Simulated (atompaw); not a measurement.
**Before and after: PAW (atompaw) potential for terbium (Tb)**

atompaw 4.2.0.5 input, output lines left out:

```
Tb 65
GGA-PBE scalarrelativistic loggrid 2001 logderivrange -6 5 276
6 6 5 4 0 0
6 0 1
6 1 1
5 2 1
4 3 8
0 0 0
c
c
c
c
v
v
c
c
c
v
v
c
c
v
c
2
3.00 2.90 2.70 1.50
n
n
y
0.95
n
bloechl sinc
bessel
```

All-electron outer shells of the reference configuration (PBE, scalar-relativistic, ld1.x):

```json
{"shell": "4d", "level (eV)": "-155.20", "outermost node (bohr)": "0.26", "outermost maximum (bohr)": "0.55"}
{"shell": "5s", "level (eV)": "-52.61", "outermost node (bohr)": "0.64", "outermost maximum (bohr)": "1.18"}
{"shell": "5p", "level (eV)": "-29.21", "outermost node (bohr)": "0.69", "outermost maximum (bohr)": "1.33"}
{"shell": "4f", "level (eV)": "-10.29", "outermost node (bohr)": "–", "outermost maximum (bohr)": "0.55"}
{"shell": "6s", "level (eV)": "-4.94", "outermost node (bohr)": "1.57", "outermost maximum (bohr)": "3.28"}
{"shell": "5d", "level (eV)": "-3.46", "outermost node (bohr)": "0.77", "outermost maximum (bohr)": "1.92"}
{"shell": "6p", "level (eV)": "-1.92", "outermost node (bohr)": "1.88", "outermost maximum (bohr)": "4.43"}
```

Change: all radii scaled by about 1.08 (s 1.62, p 2.92, d 3.26 bohr); local potential bessel scheme, radius 2.92 bohr; augmentation sinc compensation charge, radius 3.14 bohr; PAW radius 3.26 bohr; waves and projectors: bloechl; core correction smooth core density matched at 1.62 bohr.

Cutoffs: the cutoffs (Ry, on a coarse ladder) from which the occupation-weighted sum of valence levels, in a spherical-Bessel basis at the reference potential, stays within 10 and 1 mRy of its value at 400 Ry; they do not see the model core or the augmentation charge, which bear on the density cutoff.

Question: What does the change do?

Answer: The potential gets softer (18 Ry and 25 Ry → 18 Ry and 21 Ry); neither file shows a bound ghost. A larger radius leaves more room for a smooth pseudo-wave, so fewer plane waves are needed.

| quantity | base | changed |
| --- | --- | --- |
| cutoff, loose | 18 Ry | 18 Ry |
| cutoff, tight | 25 Ry | 21 Ry |
| loose cutoff by channel (10 mRy a level) | s 12 Ry, p 15 Ry, d 12 Ry | s 12 Ry, p 12 Ry, d 10 Ry |
| bound ghosts | none | none |
| lowest overlap eigenvalue by channel | s 0.49, p 0.64, d 0.90 | s 0.55, p 0.66, d 0.91 |

 The cutoffs see the waves, projectors and local potential, not the compensation charge or the core.
